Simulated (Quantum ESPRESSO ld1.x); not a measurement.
The run below uses ld1.x (Quantum ESPRESSO 7.5).

```
 &input
    zed=52.0,
    iswitch=1,
    rel=1,
    lsd=1,
    dft='PW',
    config='[Kr] 4d10 5s2 5p4',
    verbosity='high',
    prefix='ld1',
    max_out_wfc=37,
    file_charge='ld1.rho',
 /
```

Command: `OMP_NUM_THREADS=1 ld1.x < ld1.in > ld1.out`

Output (excerpt):

```
     Program LD1 v.7.5 starts

     --------------------------- All-electron run ----------------------------

     scalar relativistic calculation

     atomic number is 52.00
     dft =PW   lsd =1 sic =0 latt =0  beta=0.20 tr2=1.0E-14
     Exchange-correlation= PW
                           (   1   4   0   0   0   0   0)
     mesh =2071 r(mesh) = 100.35925 a.u. xmin = -8.00 dx = 0.00800
     1 Ry =  13.60569312 eV, c = 137.03599908

     n l     nl                  e(Ry)          e(Ha)          e(eV)
     1 0     1S 1( 1.00)   -2322.070392674   -1161.035196337 -31593.3771727
     2 0     2S 1( 1.00)    -356.155093088    -178.077546544  -4845.7369007
     2 1     2P 1( 3.00)    -319.901389012    -159.950694506  -4352.4801285
     3 0     3S 1( 1.00)     -70.834635076     -35.417317538   -963.7543073
     3 1     3P 1( 3.00)     -59.048972831     -29.524486415   -803.4022036
     4 0     4S 1( 1.00)     -12.051299899      -6.025649949   -163.9662882
     4 1     4P 1( 3.00)      -8.391736748      -4.195868374   -114.1753950
     3 2     3D 1( 5.00)     -41.176309889     -20.588154945   -560.2322363
     4 2     4D 1( 5.00)      -3.066774435      -1.533387217    -41.7255918
     5 0     5S 1( 1.00)      -1.160282812      -0.580141406    -15.7864519
     5 1     5P 1( 3.00)      -0.480590628      -0.240295314     -6.5387686
     1 0     1S 2( 1.00)   -2322.066244151   -1161.033122075 -31593.3207292
     2 0     2S 2( 1.00)    -356.152952685    -178.076476343  -4845.7077791
     2 1     2P 2( 3.00)    -319.898128330    -159.949064165  -4352.4357647
     3 0     3S 2( 1.00)     -70.830921331     -35.415460665   -963.7037792
     3 1     3P 2( 3.00)     -59.044925738     -29.522462869   -803.3471401
     4 0     4S 2( 1.00)     -12.043158097      -6.021579048   -163.8555133
     4 1     4P 2( 3.00)      -8.382556786      -4.191278393   -114.0504952
     3 2     3D 2( 5.00)     -41.172532065     -20.586266032   -560.1808364
     4 2     4D 2( 5.00)      -3.050754985      -1.525377492    -41.5076361
     5 0     5S 2( 1.00)      -1.082906562      -0.541453281    -14.7336944
     5 1     5P 2( 1.00)      -0.404476863      -0.202238431     -5.5031881

     final scf error:  8.3E-15 reached in  38 iterations

     Etot =  -13577.735144 Ry,   -6788.867572 Ha, -184734.497674 eV
     Total magnetization:    2.00 Bohr mag.

     Ekin =   14222.692260 Ry,    7111.346130 Ha,  193509.586266 eV
     Encl =  -32856.655421 Ry,  -16428.327711 Ha, -447037.570711 eV
     Eh   =    5395.953301 Ry,    2697.976650 Ha,   73415.684716 eV
     Exc  =    -339.725283 Ry,    -169.862641 Ha,   -4622.197945 eV
```

Run on one thread of a shared host, so times are rough (Intel(R) Xeon(R) Processor @ 2.60GHz): 0.8 s of CPU time, 0.83 s wall, 38 iterations on 2071 mesh points.
